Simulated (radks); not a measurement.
All-electron atom: Ir in [Xe] 4f14 5d7 6s2. Calculated with a radial shooting solver on a logarithmic mesh with Libxc functionals: scalar-relativistic Kohn-Sham, PBEsol, spin-unpolarised, spherical densities, point nucleus.

Unscreened Slater integrals over Kohn-Sham orbitals (hartree).

integral,value
"F0(6s,6s)",0.31346
"F0(6s,5d)",0.37150
"G2(6s,5d)",0.096038
"F0(6s,5p)",0.39519
"G1(6s,5p)",0.026600
"F0(6s,4f)",0.41508
"G3(6s,4f)",0.010141
"F0(5d,5d)",0.53052
"F2(5d,5d)",0.26785
"F4(5d,5d)",0.17484
"F0(5d,5p)",0.62464
"F2(5d,5p)",0.29710
"G1(5d,5p)",0.35037
"G3(5d,5p)",0.21547
"F0(5d,4f)",0.70110
"F2(5d,4f)",0.15436
"F4(5d,4f)",0.070823
"G1(5d,4f)",0.051549
"G3(5d,4f)",0.047438
"G5(5d,4f)",0.037648
"F0(5p,5p)",0.79410
"F2(5p,5p)",0.42739
"F0(5p,4f)",0.97788
"F2(5p,4f)",0.30559
"G2(5p,4f)",0.12174
"G4(5p,4f)",0.10144
"F0(4f,4f)",1.7137
"F2(4f,4f)",0.84316
"F4(4f,4f)",0.53513
"F6(4f,4f)",0.38679

Derived for the open shells (J is the average intra-shell exchange parameter used in DFT+U). 5d: Racah B = F2/49 - 5 F4/441 = 0.003484 hartree, C = 35 F4/441 = 0.01388 hartree, C/B = 3.98, F4/F2 = 0.653, J = (F2 + F4)/14 = 0.03162 hartree.
